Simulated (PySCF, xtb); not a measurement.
2,2-dichloroethyl(fluoro)silane (C2H5Cl2FSi), SMILES F[SiH2]CC(Cl)Cl.

GFN2-xTB (xtb 6.7.1) at its own geometry gives an orbital gap of 5.82 eV and a dipole moment of 1.11 D.

Coordinates come from a ωB97X-D3(BJ)/def2-SVP optimisation. Other conformers were not sampled.

What does PySCF with PBE/def2-TZVP give? (Estimate from the structure and the level; the computed values follow.)

gap 5.86 eV (levels -7.39 and -1.54 eV), dipole 0.50 D.
